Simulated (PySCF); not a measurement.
**Spectroscopy problems**

[PySCF: geometry: GFN2-xTB; PBE0/pcSseg-1 with gauge-including orbitals; non-relativistic; fast rotation and ring inversion assumed for equivalent nuclei; gas phase; one conformer]

Referencing at the same level of theory: TMS for 1H (31.72 ppm) and 13C (186.93 ppm). Where no couplings were computed, multiplicities follow the n + 1 count of equivalent neighbours, and m marks all less simple cases (inequivalent or close neighbours, rings, F or P nearby). Shifts are as computed. Against solution values, carbons near 30 ppm lie about +3 ppm off and those near 130 ppm about +5 ppm. Of 1309 compounds with measured shifts, 239 miss one by over three times the rms of a fit or turn the order of signals round; such compounds aren't used in these exercises. OH and NH positions are gas-phase values without hydrogen bonding to other molecules.

(1) C₆H₁₈N₂Si. 1H NMR (300 MHz, computed): δ 2.52 (s, 12H), -0.07 (s, 6H). 13C{1H} NMR (computed): δ 38.9, -3.1. What is it?

(2) C₄H₈O₃Si. 1H NMR (500 MHz, computed): δ 5.30 (br s, 1H), 5.01 (t, 2H), 2.64 (s, 3H), 2.39 (t, 2H). 13C{1H} NMR (computed): δ 217.5 (C), 205.4 (C), 39.0 (CH2), 27.7 (CH3). Identify the compound.

Answers

(1) `CN(C)[Si](C)(C)N(C)C`. The formula gives 0 degrees of unsaturation. 2 carbon signals for 6 carbons: some carbons are equivalent by symmetry or fast rotation. Carbon types of the structure: 6 × CH3, which accounts for all hydrogens. δC 38.9: methyl carbon bonded to N; the inductive effect lowers its shielding. δC -3.1: methyl carbon bonded to Si; an electropositive neighbour leaves it electron-rich and shielded. δH 2.52: hydrogen on a methyl carbon bonded to N; its carbon carries N, hence the downfield position. δH -0.07: hydrogen on a methyl carbon bonded to Si; an electropositive neighbour shields it, as in TMS itself.

The shifts were computed for this structure.

(2) SMILES CC(=O)C(=O)C[SiH2]O. The formula gives 2 degrees of unsaturation (no ring in the answer). 4 carbon signals for 4 carbons: no two carbons are equivalent. Carbon types of the structure: 2 × C, 1 × CH2, 1 × CH3, leaving 3 H on heteroatoms. δC 217.5, 205.4: ketone carbonyl carbon; the double bond to the heteroatom, with no lone-pair donor beside it, deshields it most. δC 39.0: sp3 CH2 bonded to Si, α to a carbonyl; α to the electron-withdrawing carbonyl group. δH 5.30: hydrogen on an oxygen bonded to Si; labile proton, position sensitive to the medium. δH 2.39: hydrogen on an sp3 CH2 bonded to Si, α to a carbonyl; α to C=O.

This is the structure that produced the data.
